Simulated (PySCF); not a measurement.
C5H15OPSi2.
SMILES with atom numbers: `[CH3:1][CH2:2][C@@H:3]1[CH2:4][Si@@:5]([CH3:6])([PH2:7])[O:8][SiH2:9]1`

Cartesian coordinates in Å at the GFN2-xTB level; atoms count from 1:
```xyz
24
C5H15OPSi2 angstrom
C      3.2458    0.5562   -0.1408
C      2.3561   -0.6249    0.2346
C      0.9724   -0.5655   -0.4135
C      0.1536    0.6561    0.0371
Si    -1.6894    0.2390   -0.2635
C     -2.8576    0.7761    1.1415
P     -2.3117    0.8081   -2.3491
O     -1.5930   -1.4047   -0.2250
Si    -0.1199   -2.1077   -0.1225
H      3.3534    0.6209   -1.2217
H      2.8220    1.4907    0.2186
H      4.2356    0.4416    0.2964
H      2.8474   -1.5507   -0.0762
H      2.2460   -0.6635    1.3213
H      1.1199   -0.4754   -1.4970
H      0.3189    0.8228    1.1034
H      0.4819    1.5572   -0.4808
H     -2.5199    0.4068    2.1045
H     -3.8587    0.3921    0.9707
H     -2.9212    1.8579    1.1937
H     -3.6291    0.4177   -2.1802
H     -2.5980    2.1203   -2.0114
H     -0.0034   -2.6569    1.2251
H     -0.0629   -3.0946   -1.1906
```

NICS = −σ at a ghost point: NICS(0) at the centroid of the ring atoms, NICS(1) 1 Å to either side along the normal of their mean plane, zz for the tensor component along that normal. Level: GIAO PBE0/pcSseg-1 (PySCF, non-relativistic, gas phase) on the GFN2-xTB geometry, one conformer.

Ring bond lengths (Å), with Mayer bond orders in brackets: C3–C4 1.538 (0.99), C4–Si5 1.913 (0.89), Si5–O8 1.647 (0.91), O8–Si9 1.635 (0.94), Si9–C3 1.912 (0.87).

What do the NICS probes read (ppm)?

```
            ring                                                      type  NICS(0)  NICS(1), two faces  NICS(1)zz, two faces  rms pucker (Å)  centre to ring atoms, mean (Å)
C3–C4–Si5–O8–Si9  5-membered ring with O and 2 Si; formal bonds all single     -4.7         -2.7 / -2.8           -1.4 / -1.7            0.15                            1.46
```

What can be read from them?

- C3–C4–Si5–O8–Si9: mean NICS(1)zz -1.5 ppm, near zero. C3, C4, Si5, Si9 have four or more neighbours, so the value isn't read as a sign of a π ring current.

What are the shieldings of the ring atoms and their hydrogens in the same run (means over atoms taken as equivalent)?

```csv
atoms,environment,σ isotropic (ppm),"principal values of the symmetric part, first atom (ppm)"
C3,sp3 carbon bound to silicon,158.2,"141.7, 154.6, 178.3"
C4,sp3 carbon bound to silicon,164.4,"146.0, 169.7, 177.6"
Si5,oxygen-bound silicon,306.4,"274.0, 301.2, 344.0"
O8,siloxane oxygen,274.1,"214.1, 293.1, 315.2"
Si9,oxygen-bound silicon,352.3,"301.3, 345.4, 410.2"
H15,methine hydrogen,30.35,"26.2, 29.8, 35.1"
H16,methylene hydrogen,31.41,"26.1, 31.4, 36.7"
H17,methylene hydrogen,30.35,"25.7, 30.3, 35.1"
H23,Si–H hydrogen,26.96,"23.0, 25.2, 32.7"
H24,Si–H hydrogen,26.66,"22.9, 24.5, 32.5"
```
